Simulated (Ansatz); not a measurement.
Ansatz (a quantum-chemistry and plane-wave program) input (CCSD(T)/6-31G*):

Ansatz 0.2 input:
```yaml
crystal:
  periodic: [false, false, false]
  atoms:
    - {symbol: C, position_ang: [1.47166381, -0.13742564, -0.16023886]}
    - {symbol: C, position_ang: [0.24591742, -0.00505859, -0.03640495]}
    - {symbol: O, position_ang: [-1.10612656, 0.18015862, 0.07910224]}
    - {symbol: H, position_ang: [-1.45647492, -0.58636359, 0.54704496]}
basis:
  gaussian:
    orbitals: 6-31G*
total_charge: -1
magnetization: {spin_polarized: false}
correlation: {method: ccsd_t, electrons: outside_noble_gas}
```

Output:

```
Functional definition: HF
integrals: 0.01 GiB planned
447 factors; integrals over basis functions are off by at most 1.1e-3 eV
mean field: 0.08 GiB planned
mean field evaluation 1: about -4104.2805 eV, gradient 4.2e1 eV
mean field evaluation 2: about -4104.2867 eV, gradient 4.2e1 eV
mean field evaluation 4: about -4109.1825 eV, gradient 3.5e0 eV
mean field evaluation 8: about -4109.2726 eV, gradient 1.8e-1 eV
mean field evaluation 16: about -4109.2533 eV, gradient 1.2e0 eV
mean field -4109.27271413 eV, -151.0129868792 hartree, gradient 9.0e-6 eV, S^2 0.000000; 0 other end points of the search recorded, 0 dependent functions left out
3 core orbitals not correlated
reference -4109.27271413 eV, -151.0129868792 hartree; 8, 8 occupied and 36, 36 virtual orbitals, 447 factors
second order -11.60938130 eV of doubles, -0.00000000 eV of singles
coupled cluster: 0.07 GiB planned
cycle   1  -11.56420921 eV  change    4.5e-2 eV  update   9.0e-2
cycle   2  -11.90676206 eV  change   -3.4e-1 eV  update   2.7e-2
cycle   3  -11.99387639 eV  change   -8.7e-2 eV  update   1.4e-2
cycle   4  -11.99669568 eV  change   -2.8e-3 eV  update   4.6e-3
cycle   5  -11.99897693 eV  change   -2.3e-3 eV  update   2.2e-3
cycle   6  -11.99883120 eV  change    1.5e-4 eV  update   7.1e-4
cycle   7  -11.99835228 eV  change    4.8e-4 eV  update   2.9e-4
cycle   8  -11.99828757 eV  change    6.5e-5 eV  update   1.3e-4
cycle   9  -11.99830038 eV  change   -1.3e-5 eV  update   3.7e-5
cycle  10  -11.99829293 eV  change    7.4e-6 eV  update   1.2e-5
perturbative correction -0.44073819 eV, -0.0161968296 hartree
Total energy: -4121.71174524 eV, -151.4701128411 hartree
```

It need not be the lowest isomer of its formula. Whether it binds its extra electron was not tested at this geometry.
